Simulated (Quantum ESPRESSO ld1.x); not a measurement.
Problem. Pm XXX, configuration [Ar] 3d10 4s2 4p2. All-electron calculation, Dirac Kohn-Sham, PBE, spin-unpolarised, spherical densities, point nucleus; open shells are shared between the two j in proportion to 2j + 1. Program: ld1.x of Quantum ESPRESSO 7.5. Some entries of the table are withheld. Estimate them.

| orbital | occ. | eigenvalue (eV) | <r> (bohr) | <r^2> (bohr^2) |
|---|---|---|---|---|
| 1s1/2 | 2 | -46022.9 | 0.02318 | 0.0007315 |
| 2s1/2 | 2 | -8334.32 | 0.09830 | 0.01146 |
| 2p1/2 | 2 | -7950.85 | 0.08231 | 0.008359 |
| 2p3/2 | 4 | -7388.80 | 0.08880 | 0.009597 |
| 3s1/2 | 2 | -2565.89 | 0.2567 | (1) |
| 3p1/2 | 2 | (2) | 0.2459 | 0.07019 |
| 3p3/2 | 4 | (3) | 0.2578 | 0.07692 |
| 3d3/2 | 4 | -2007.21 | 0.2285 | (4) |
| 3d5/2 | 6 | -1981.52 | 0.2322 | (5) |
| 4s1/2 | 2 | -1163.81 | 0.5288 | (6) |
| 4p1/2 | 0.666667 | -1097.47 | (7) | 0.3171 |
| 4p3/2 | 1.33333 | -1062.41 | (8) | 0.3382 |

Solution. 
(1) 3s1/2 <r^2> (bohr^2): 0.07531
(2) 3p1/2 eigenvalue (eV): -2402.91
(3) 3p3/2 eigenvalue (eV): -2286.24
(4) 3d3/2 <r^2> (bohr^2): 0.06123
(5) 3d5/2 <r^2> (bohr^2): 0.06308
(6) 4s1/2 <r^2> (bohr^2): 0.3141
(7) 4p1/2 <r> (bohr): 0.5296
(8) 4p3/2 <r> (bohr): 0.5472
